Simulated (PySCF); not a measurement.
Al(F)(Br)(Et) (C2H5AlBrF), SMILES [F][Al]([CH2]C)[Br].

Geometry: PBE-D3(BJ)/def2-SVP. The structure was generated by enumeration; whether it is a known compound was not checked. Other conformers were not sampled.

These are PBE-D3(BJ)/def2-SVP in PySCF values and carry that method's errors.

Frequencies are harmonic and unscaled.

Computed normal modes with their intensities:
```csv
mode,ν (cm⁻¹),IR (km/mol),moving atoms (share of kinetic energy)
1,20,0.2,"H 48 %, C 40 %"
2,85,0.7,"C 30 %, F 23 %, Al 19 %, H 17 %, Br 11 %"
3,148,9.2,"H 46 %, Al 38 %, F 11 %"
4,166,13.3,"F 56 %, C 20 %, Al 9 %, Br 9 %"
5,236,0.7,"C 43 %, Br 31 %, H 14 %, F 11 %"
6,246,11.1,"H 59 %, Al 29 %, C 8 %"
7,418,76.6,"Al 39 %, C 26 %, F 14 %, Br 12 %, H 9 %"
8,584,38.0,"H 73 %, C 21 %"
9,604,76.9,"Al 45 %, C 35 %, H 14 %"
10,850,98.5,"F 49 %, Al 46 %"
11,901,1.7,H 91 %
12,934,11.1,"H 84 %, C 13 %"
13,1020,20.8,"C 75 %, H 25 %"
14,1171,0.1,"H 61 %, C 39 %"
15,1195,2.0,"H 77 %, C 23 %"
16,1348,5.9,"H 84 %, C 16 %"
17,1372,2.9,"H 89 %, C 11 %"
18,1423,4.2,H 97 %
19,1431,6.9,H 97 %
20,2960,11.9,H 95 %
21,2967,33.3,H 97 %
22,3004,2.1,"H 91 %, C 9 %"
23,3046,15.6,"H 91 %, C 9 %"
24,3060,15.4,"H 91 %, C 9 %"
```
